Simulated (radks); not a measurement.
Charge is removed step by step from the 3d down level of Co+, starting from [Ar] 3d(up 5, down 3). Method: scalar-relativistic Kohn-Sham, r2SCAN, spin-polarised, spherical densities, finite nucleus; meta-GGA in the generalised Kohn-Sham scheme; Fermi nuclear charge, rms radius 3.7875 fm; computed with a radial shooting solver on a logarithmic mesh with Libxc functionals.

| removed (e) | E - E(0) (eV) | eigenvalue (eV) | E minus straight line (eV) |
|---|---|---|---|
| 0 | 0.000 | -10.822 | 0.000 |
| 0.125 | 1.448 | -12.362 | -0.736 |
| 0.25 | 3.093 | -13.962 | -1.275 |
| 0.375 | 4.941 | -15.619 | -1.610 |
| 0.5 | 7.000 | -17.331 | -1.735 |
| 0.625 | 9.276 | -19.095 | -1.643 |
| 0.75 | 11.776 | -20.910 | -1.327 |
| 0.875 | 14.505 | -22.773 | -0.782 |
| 1 | 17.470 | -24.682 | 0.000 |

Removing the whole electron costs 17.470 eV by Delta-SCF, against 10.822 eV from minus the eigenvalue at the starting occupation. Slater's transition state (half an electron removed) gives 17.331 eV. Integrating minus the eigenvalue over the occupation (Janak's theorem) gives 17.471 eV. In this scalar-relativistic scheme the density is built from large components alone, so the theorem holds only approximately. The mean slope of the eigenvalue, de/dn, is 13.9 eV per electron. Ionisation energy of Co+ in the NIST Atomic Spectra Database: 17.084 eV (measured).
